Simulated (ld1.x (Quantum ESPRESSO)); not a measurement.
# What one change does to a pseudopotential (chromium (Cr), PAW)

```json
{"Element": "Cr (Z = 24)", "Generator": "ld1.x (Quantum ESPRESSO) 7.5", "Type": "PAW", "Functional": "BLYP", "Relativity": "scalar-relativistic", "Frozen core": "[Ar]", "Valence charge": "6", "Reference configuration": "3d5 4s1 4p0", "Partial waves": "4s (bound): rcut 2.40, rcutus 3.10 bohr; 4s channel at 0.65 Ry: rcut 2.40, rcutus 3.10 bohr; 4p (bound, empty): rcut 2.95, rcutus 3.55 bohr; 4p channel at 2.6 Ry: rcut 2.95, rcutus 3.55 bohr; 3d (bound): rcut 1.00, rcutus 1.30 bohr; 3d channel at 0.15 Ry: rcut 1.00, rcutus 1.30 bohr", "Local potential": "all-electron potential smoothed inside 3.55 bohr (lloc = -1)", "Core correction": "Bessel-smoothed model core, default radius (core density twice the valence density)", "Augmentation charge": "GAUSS, radius 1.15 bohr"}
```

All-electron outer shells of the reference configuration (BLYP, scalar-relativistic, ld1.x):

```tsv
shell	level (eV)	outermost node (bohr)	outermost maximum (bohr)
3s	-73.76	0.36	0.78
3p	-45.28	0.33	0.80
4s	-3.98	1.12	2.74
3d	-2.85	–	0.84
4p	-0.95	1.25	3.99
```

Change: all radii but the core radius scaled by about 0.96 (s 2.98, p 3.42, d 1.26 bohr, rcut 2.32/2.84/0.96); local potential all-electron potential smoothed inside 3.42 bohr (lloc = -1); augmentation GAUSS, radius 1.10 bohr.

Cutoffs: the cutoffs (Ry, on a coarse ladder) from which the occupation-weighted sum of valence levels, in a spherical-Bessel basis at the reference potential, stays within 10 and 1 mRy of its value at 400 Ry; they do not see the model core or the augmentation charge, which bear on the density cutoff. Errors are all-electron minus pseudo energies relative to the spin-unpolarised reference configuration.

Task: What does the change do?

Result: The potential gets harder (60 Ry and 100 Ry → 70 Ry and 110 Ry); the errors of the 7 common tests hardly move; neither file shows a bound ghost. A smaller radius makes the pseudo-wave follow the all-electron one further in, where it bends more sharply, so more plane waves are needed.

```tsv
quantity	base	changed
cutoff, loose	60 Ry	70 Ry
cutoff, tight	100 Ry	110 Ry
loose cutoff by channel (10 mRy a level)	s 6 Ry, d 50 Ry	s 6 Ry, d 55 Ry
bound ghosts	none	none
error for 3d5 4s0 4p0, meV [ΔE 6.97 eV]	-6.9	-6.7
error for 3d4 4s0 4p0, meV [ΔE 23.06 eV]	-105	-103
error for 3d3 4s0 4p0, meV [ΔE 53.81 eV]	-973	-951
error for 3d5 4s0.5 4p0, meV [ΔE 2.71 eV]	-1.6	-1.6
error for 3d4 4s1 4p1, meV [ΔE 3.50 eV]	-74	-73
error for 3d4 4s1 4p0, meV [ΔE 7.93 eV]	-74	-73
error for 3d6 4s0 4p0, meV [ΔE 1.77 eV]	-26	-25
lowest overlap eigenvalue by channel	s 0.42, p 0.59, d 1.00	s 0.41, p 0.79, d 1.00
```
